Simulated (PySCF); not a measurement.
AsF₃, SMILES [As](F)(F)F.

Coordinates come from a ωB97X-D3(BJ)/def2-SVP optimisation.

Two levels are set side by side: PBE/def2-TZVPD (PySCF) and B3LYP/def2-TZVPD (PySCF). Same geometry, gas phase. Differences are taken from unrounded values.

| quantity | B3LYP |
|---|---|
| orbital gap (eV) | 8.32 |
| highest occupied level (eV) | -9.84 |
| lowest empty level (eV) | -1.53 |
| dipole moment (D) | 2.56 |
| mean polarisability (bohr³) | 30.4 |

### Question
What does PBE give, and how far is it from B3LYP? (An estimate is asked for; the answer gives what the named calculation found.)

### Answer

```csv
quantity,PBE,PBE minus B3LYP
orbital gap (eV),6.50,-1.82
highest occupied level (eV),-8.58,1.26
lowest empty level (eV),-2.08,-0.56
dipole moment (D),2.33,-0.23
mean polarisability (bohr³),31.8,1.5
```

PBE's occupied levels lie high since its potential decays too fast outside the molecule; exact exchange lowers them and widens the gap. PBE's more diffuse valence density responds more strongly to a field. Differences between two approximate levels are no errors against the true value.

Rough cost on one machine, each run with all the roots and properties that it gave: B3LYP against PBE within a factor of 2.
